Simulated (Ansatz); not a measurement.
Reaction (hydrogenolysis of the Al–C bond): `[OH][Al]([SH])[CH2]F` + H₂ → `[OH][AlH][SH]` + fluoromethane

Program: Ansatz. Geometries: PBE0-D4/def2-TZVP. ΔE: electronic, gas phase. CCSD(T)/CBS adds triple-zeta CCSD(T) − MP2 to the extrapolated MP2 energy (def2 sets, frozen cores). This one scheme is used for every species. DFT in def2-TZVPP. HSE06 is defined as in plane-wave codes. One conformer a species, not always the lowest.

```json
{"level": "BLYP-D4", "ΔE (kJ/mol)": "-37.7"}
{"level": "CAM-B3LYP-D4", "ΔE (kJ/mol)": "-48.2"}
{"level": "PBE-QIDH", "ΔE (kJ/mol)": "-50.5"}
{"level": "HSE06", "ΔE (kJ/mol)": "-49.0"}
{"level": "BHLYP", "ΔE (kJ/mol)": "-58.9"}
{"level": "CCSD(T)/def2-SVP", "ΔE (kJ/mol)": "-58.6"}
{"level": "SCS-MP2/def2-QZVPP", "ΔE (kJ/mol)": "-49.9"}
{"level": "HF/CBS(def2)", "ΔE (kJ/mol)": "-74.1"}
```

What does CCSD(T)/CBS give? (Best estimate.)

Ansatz gave: -46.1 kJ/mol. The listed levels differ from it by 8.4, -2.1, -4.4, -2.9, -12.8, -12.5, -3.8, -28.0 kJ/mol.

Largest T1 diagnostic among the species: 0.012.

From BLYP to BHLYP (50 % exact exchange), in def2-TZVPP and without D4, ΔE moves by −11.9 kJ/mol. In def2-TZVPP, CCSD(T) changes the Hartree–Fock value by +25.1 kJ/mol (the triples alone add +4.5 kJ/mol) and MP2 by +27.9 kJ/mol.
